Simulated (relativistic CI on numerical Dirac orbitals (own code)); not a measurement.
Excitation temperature from two lines of Sb I

Problem. In an optically thin plasma whose excited levels follow a Boltzmann distribution, the energy emitted in Sb I 3267.49 Å and 2179.19 Å has the ratio 0.147 (an assumed reading, corrected for the detector). Tabulated data (NIST Handbook of Basic Atomic Spectroscopic Data): upper levels 46991.1 and 55728.3 cm⁻¹, g = 2 and 6, A = 4.95 × 10^7 and 2.39 × 10^8 s⁻¹. Calculate the temperature, its uncertainty for 15 % in the ratio of intensities and A values together, and the strength of these other lines with tabulated A (λ in Å, g, A, upper level): 2528.51, 4, 1.77 × 10^8, 49391.1; 2139.70, 4, 1.74 × 10^8, 55233.0; 2877.91, 2, 4.24 × 10^7, 43249.3; 3232.49, 4, 3.07 × 10^7, 49391.1.

Working.
1. The emitted power of a line is proportional to (gA/λ) exp(−E/kT), so I₁/I₂ = (g₁A₁λ₂/g₂A₂λ₁) exp[(E₂ − E₁)/kT].
2. The prefactor is 0.04604 and E₂ − E₁ = 8737.2 cm⁻¹ = 1.083 eV.
3. kT = (E₂ − E₁)/ln(0.147/0.04604) = 8737.2/1.1608 = 7527 cm⁻¹ = 0.933 eV, or T = 10830 K.
4. δT/T = (kT/ΔE) × 15 % = 12.9 %; lines whose upper levels lie far apart give the better thermometer.
5. Other lines relative to the first: 2528.51 Å: 6.7, 2139.70 Å: 3.6, 2877.91 Å: 1.6, 3232.49 Å: 0.91.

Remark. Dense plasmas such as arcs and laser-ablation plumes come near a Boltzmann distribution among excited levels, though their strong lines may be self-absorbed. Low-pressure etch and deposition plasmas, at 10¹⁰ to 10¹³ electrons per cm³, do not: there the number found is an excitation temperature of these levels and not the electron temperature.
